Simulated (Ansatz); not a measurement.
Consider the formal exchange of groups at the Si–Si bond: `[AlH2][SiH]([SiH3])[SiH3]` + `NC1C=C1` → `N[SiH]([AlH2])[SiH3]` + `[SiH3]C1C=C1`.

Isolated molecules relaxed with PBE0-D4/def2-TZVP in Ansatz; ΔE leaves out vibrations. CCSD(T)/CBS adds triple-zeta CCSD(T) − MP2 to the extrapolated MP2 energy (def2 sets, frozen cores). Functionals use def2-TZVPP. One conformer a species, not always the lowest.

Is it downhill or uphill in electronic energy at CCSD(T)/CBS, and by how much? (An estimate is asked.)

The calculation gave: Downhill: ΔE = -0.50 eV.

What do these levels give: r2SCAN-D4, PBE, r2SCAN, PBE0, CCSD(T)/def2-TZVPP, MP2/def2-QZVPP? (Best estimate.)

The calculation gave: r2SCAN-D4 -0.40, PBE -0.31, r2SCAN -0.40, PBE0 -0.34, CCSD(T)/def2-TZVPP -0.47, MP2/def2-QZVPP -0.55 eV.

Largest T1 diagnostic among the species: 0.014.

In def2-TZVPP, CCSD(T) changes the Hartree–Fock value by +0.13 eV (the triples alone add +0.03 eV) and MP2 by +0.07 eV.
